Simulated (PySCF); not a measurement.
In(OH)3 (H3InO3), SMILES [In]([OH])([OH])[OH].

Coordinates come from a B3LYP-D3(BJ)/def2-SVP optimisation. The def2 effective core potentials stand for the cores of In; spin–orbit coupling is left out. One conformer was computed; it need not be the lowest.

Level of theory: B3LYP-D3(BJ)/def2-SVP run with PySCF 2.14.0.

Frequencies are harmonic and unscaled.

Computed vibrational spectrum:
```tsv
mode	ν (cm⁻¹)	IR (km/mol)	moving atoms (share of kinetic energy)
1	116	22.6	O 76 %, In 13 %, H 10 %
2	120	13.4	O 77 %, In 12 %, H 10 %
3	139	37.5	O 67 %, In 31 %
4	148	0.1	H 94 %
5	249	174.8	H 91 %, O 9 %
6	279	98.3	H 93 %
7	570	2.4	O 98 %
8	606	84.7	O 81 %, In 17 %
9	622	77.4	O 82 %, In 17 %
10	785	117.1	H 95 %
11	833	2.1	H 92 %
12	858	96.0	H 93 %
13	3814	58.9	H 94 %
14	3820	23.0	H 94 %
15	3822	58.8	H 94 %
```
